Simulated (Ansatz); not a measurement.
Input:

```yaml
crystal:
  periodic: [false, false, false]
  atoms:
    - { symbol: B, position_ang: [0.177157, 0.616132, -0.286771] }
    - { symbol: H, position_ang: [-0.383039, -0.311487, 1.851299] }
    - { symbol: "N", position_ang: [1.411116, 0.094114, -0.71508] }
    - { symbol: H, position_ang: [1.480675, -0.798405, -1.209367] }
    - { symbol: H, position_ang: [2.298799, 0.576599, -0.582071] }
    - { symbol: F, position_ang: [-0.938147, -0.104564, -0.565482] }
    - { symbol: P, position_ang: [-0.031788, 2.280513, 0.667991] }
    - { symbol: H, position_ang: [1.311865, 2.268338, 1.20142] }
    - { symbol: H, position_ang: [0.365868, 3.109713, -0.451559] }
    - { symbol: H, position_ang: [-0.180407, 0.223145, 2.294219] }
basis:
  gaussian: { orbitals: def2-SVP }
hamiltonian:
  xc: pbe
  dispersion: d4
relax:
  f_tol: 0.03
  max_steps: 50
```

Command:

```bash
$ ansatz run input.yaml --threads 2 --pin off --max-ram 3072MiB --backend cpu --events-out ev --progress --plain --runs-dir out
```

Hardware: 2 threads of Arm Neoverse V1, on a shared host.

Problem. Roughly how long does this run take, and how much memory?

Solution. 66 s, with a peak of 0.14 GiB, for 42 ionic steps.
